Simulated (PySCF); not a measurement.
C2H7FSi2, SMILES F/C=C\[SiH2][SiH3].

Geometry: B3LYP-D3(BJ)/def2-SVP. The structure was generated by enumeration; whether it is a known compound was not checked. Other conformers were not sampled.

These are TDDFT-PBE/def2-SVPD in PySCF values and carry that method's errors.

Vertical excitations. Isolated molecule, no solvent.

Computed lowest excited states:
```
state  energy (eV)  λ (nm)      f                                                            main pairs
-----  -----------  ------  -----  --------------------------------------------------------------------
S1            5.58     222  0.161                                      HOMO→LUMO 73 %, HOMO−1→LUMO 24 %
S2            6.02     206  0.005                                                      HOMO→LUMO+1 97 %
S3            6.21     200  0.007                                    HOMO→LUMO+2 69 %, HOMO→LUMO+3 26 %
S4            6.27     198  0.008                                    HOMO→LUMO+3 61 %, HOMO→LUMO+2 22 %
S5            6.39     194  0.059  HOMO−1→LUMO 35 %, HOMO−2→LUMO 22 %, HOMO→LUMO+4 22 %, HOMO→LUMO 10 %
S6            6.55     189  0.020                                    HOMO−2→LUMO 72 %, HOMO→LUMO+4 14 %
S7            6.63     187  0.010                                                      HOMO−3→LUMO 93 %
S8            6.84     181  0.037                  HOMO→LUMO+4 38 %, HOMO→LUMO+5 34 %, HOMO−1→LUMO 10 %
S9            7.00     177  0.015                   HOMO→LUMO+5 44 %, HOMO→LUMO+6 35 %, HOMO−5→LUMO 7 %
S10           7.08     175  0.015                  HOMO→LUMO+6 55 %, HOMO−5→LUMO 24 %, HOMO→LUMO+5 10 %
T1            4.09     303      0                                                        HOMO→LUMO 93 %
T2            5.53     224      0                                                      HOMO−1→LUMO 89 %
T3            5.71     217      0                                                      HOMO→LUMO+1 95 %
T4            5.86     212      0                                                      HOMO→LUMO+2 90 %
```
Triplets are in the Tamm–Dancoff approximation, which puts them higher than full response would, so one can lie above its singlet here.
